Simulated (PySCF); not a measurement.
# Ionisation energy of W⁺ by level of theory

W⁺ [Xe] 4f14 5d4 6s1 [5d3/2^4 6s1/2^1, M_J = 1/2] → W²⁺ [Xe] 4f14 5d4 [5d3/2^4, M_J = 0], as a difference of total energies. Computed with PySCF 2.14 in x2c-TZVPPall-2c (11s11p10d3f1g, 124 functions), with the two-component X2C-1e Hamiltonian. "Screened" scales the spin-orbit matrix elements by Boettger's factors to mimic the two-electron term; Breit and QED terms are absent.

```tsv
method	ionisation energy (eV)
GHF (spin-free)	15.048
GHF (screened spin-orbit)	14.979
```

The spin-free rows relax to the high-spin LS determinant and lack the spin-orbit shift.

Errors of the correlated levels include the incompleteness of this basis and the frozen core.

The labels give the starting determinants; with spin-orbit coupling the two ends relaxed to ⟨J²⟩ = 4.06, ⟨L²⟩ = 5.96, ⟨S²⟩ = 8.64 and ⟨J²⟩ = 2.96, ⟨L²⟩ = 5.80, ⟨S²⟩ = 5.77.

The determinant of W⁺ and of W²⁺ mixes levels of different J (the jj label is only the starting occupation), so the difference between spin-free and spin-orbit rows is not the physical spin-orbit shift.

For comparison: 16.37 ± 0.15 eV (semi-empirical (NIST evaluation); NIST Atomic Spectra Database, ionization energies).
